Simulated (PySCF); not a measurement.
Species: C7H6F (charge +1).
SMILES with atom numbers: `[CH:1]#[C:2][C+:3]([CH3:4])[C@H:5]([F:6])[C:7]#[CH:8]` (hydrogens: H9 on C1; H10, H11, H12 on C4; H13 on C5; H14 on C8)

Structure optimised with GFN2-xTB, isolated species.

Question: Give the optimised bond lengths and angles.

Answer: 
```json
{"bond": "C1≡C2", "length (Å)": "1.211"}
{"bond": "C2–C3", "length (Å)": "1.383"}
{"bond": "C3–C4", "length (Å)": "1.447"}
{"bond": "C3–C5", "length (Å)": "1.483"}
{"bond": "C5–F6", "length (Å)": "1.355"}
{"bond": "C5–C7", "length (Å)": "1.471"}
{"bond": "C7≡C8", "length (Å)": "1.201"}
{"bond": "C1–H9", "length (Å)": "1.056"}
{"bond": "C4–H10", "length (Å)": "1.102"}
{"bond": "C4–H11, C4–H12", "length (Å)": "1.091"}
{"bond": "C5–H13", "length (Å)": "1.098"}
{"bond": "C8–H14", "length (Å)": "1.054"}
```

Bonds in one row agree within 0.01 Å and their mean is given. A selection of angles:
```json
{"angle": "C1–C2–C3", "degrees": "178.0"}
{"angle": "C2–C3–C4", "degrees": "121.2"}
{"angle": "C2–C3–C5", "degrees": "119.1"}
{"angle": "C4–C3–C5", "degrees": "119.7"}
{"angle": "C3–C5–F6", "degrees": "112.5"}
{"angle": "C3–C5–C7", "degrees": "94.4"}
{"angle": "F6–C5–C7", "degrees": "112.2"}
{"angle": "C5–C7–C8", "degrees": "176.0"}
```

Torsions: C2–C3–C5–F6 -165° (antiperiplanar).

Of the pairs four or more bonds apart, F6···H11 is among the closest relative to their van der Waals radii: 2.54 Å, 95 % of the sum of Bondi's values. The C–C distances run from 1.201 Å (C7≡C8, drawn triple) to 1.483 Å (C3–C5, drawn single), a spread of 0.282 Å. C3 (carbon bonded to 3 C) is planar (angles 121.2°, 119.7° and 119.1°, sum 360.0°, 0.01 Å off the plane of its three neighbours).

Point group: C1 (no symmetry element, even within 0.4 Å). Stationary, but not proved a minimum.

One conformer stands for the species.

The numbers are calculated, not measured.
